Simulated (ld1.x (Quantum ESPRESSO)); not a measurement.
An all-electron radial function and its pseudo partner (cerium)

Columns: radius, all-electron u(r) and pseudo u(r) of the 5s shell (level -40.59 eV) of cerium in the configuration [Kr] 4d10 4f1 5s2 5p6 5d1 6s2 6p0; PBE, scalar-relativistic, TM semilocal scheme, ld1.x (Quantum ESPRESSO) 7.5.

```json
{"r (bohr)": "0.135", "all-electron": "0.1044", "pseudo": "0.0444"}
{"r (bohr)": "0.270", "all-electron": "0.2051", "pseudo": "0.0949"}
{"r (bohr)": "0.405", "all-electron": "-0.3703", "pseudo": "0.1582"}
{"r (bohr)": "0.540", "all-electron": "-0.5079", "pseudo": "0.2416"}
{"r (bohr)": "0.675", "all-electron": "-0.2327", "pseudo": "0.3516"}
{"r (bohr)": "0.810", "all-electron": "0.1734", "pseudo": "0.4896"}
{"r (bohr)": "0.945", "all-electron": "0.5325", "pseudo": "0.6461"}
{"r (bohr)": "1.080", "all-electron": "0.7817", "pseudo": "0.7969"}
{"r (bohr)": "1.215", "all-electron": "0.9188", "pseudo": "0.9093"}
{"r (bohr)": "1.350", "all-electron": "0.9656", "pseudo": "0.9596"}
{"r (bohr)": "1.485", "all-electron": "0.9476", "pseudo": "0.9465"}
{"r (bohr)": "1.620", "all-electron": "0.8880", "pseudo": "0.8880"}
{"r (bohr)": "1.755", "all-electron": "0.8052", "pseudo": "0.8052"}
{"r (bohr)": "1.890", "all-electron": "0.7125", "pseudo": "0.7125"}
{"r (bohr)": "2.025", "all-electron": "0.6189", "pseudo": "0.6189"}
{"r (bohr)": "2.160", "all-electron": "0.5299", "pseudo": "0.5299"}
{"r (bohr)": "2.295", "all-electron": "0.4485", "pseudo": "0.4485"}
{"r (bohr)": "2.430", "all-electron": "0.3762", "pseudo": "0.3762"}
{"r (bohr)": "2.565", "all-electron": "0.3133", "pseudo": "0.3133"}
{"r (bohr)": "2.700", "all-electron": "0.2594", "pseudo": "0.2594"}
{"r (bohr)": "2.835", "all-electron": "0.2136", "pseudo": "0.2136"}
{"r (bohr)": "2.970", "all-electron": "0.1753", "pseudo": "0.1753"}
{"r (bohr)": "3.105", "all-electron": "0.1434", "pseudo": "0.1434"}
{"r (bohr)": "3.240", "all-electron": "0.1169", "pseudo": "0.1169"}
{"r (bohr)": "3.375", "all-electron": "0.0952", "pseudo": "0.0952"}
{"r (bohr)": "3.510", "all-electron": "0.0773", "pseudo": "0.0773"}
```

Problem. How many radial nodes do the two functions have?

Solution. The all-electron 5s function has n − l − 1 = 4 (the table is too coarse to show those close to the nucleus); the pseudo-wave has 0, since the states of the same l below it are removed with the core.

Problem. At about which radius was the pseudo-wave matched?

Solution. 1.70 bohr, where the columns begin to agree (steps of 0.14 bohr).

Problem. Is the pseudo-wave norm-conserving?

Solution. Yes: the TM semilocal scheme keeps the norm inside the radius equal to the all-electron one, which fixes the energy derivative of the logarithmic derivative at the level.
